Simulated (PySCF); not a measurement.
Si(H)2(OMe)(PH2) (CH₇OPSi), SMILES CO[SiH2]P. Coordinates come from a PBE-D3(BJ)/def2-SVP optimisation. Other conformers were not sampled.

Computed equilibrium geometry at PBE-D3(BJ)/def2-SVP (PySCF confirms it by a frequency run) as bond lengths and angles (one conformer of several):
Atoms: Si1 P2 O3 C4 H5 H6 H7 H8 H9 H10 H11. Bonds (Å): Si1–P2 2.286, Si1–O3 1.681, Si1–H5 1.499, Si1–H6 1.511, P2–H7 1.442, P2–H8 1.441, O3–C4 1.415, C4–H9 1.115, C4–H10 1.109, C4–H11 1.115. Angles (°): P2–Si1–O3 110.2, P2–Si1–H5 114.2, P2–Si1–H6 106.1, O3–Si1–H5 105.0, O3–Si1–H6 111.3, H5–Si1–H6 110.0, Si1–P2–H7 91.1, Si1–P2–H8 93.4, H7–P2–H8 93.2, Si1–O3–C4 122.5, O3–C4–H9 112.1, O3–C4–H10 108.5, O3–C4–H11 112.2, H9–C4–H10 108.0, H9–C4–H11 107.8, H10–C4–H11 108.1.
Charge 0, spin multiplicity 1.
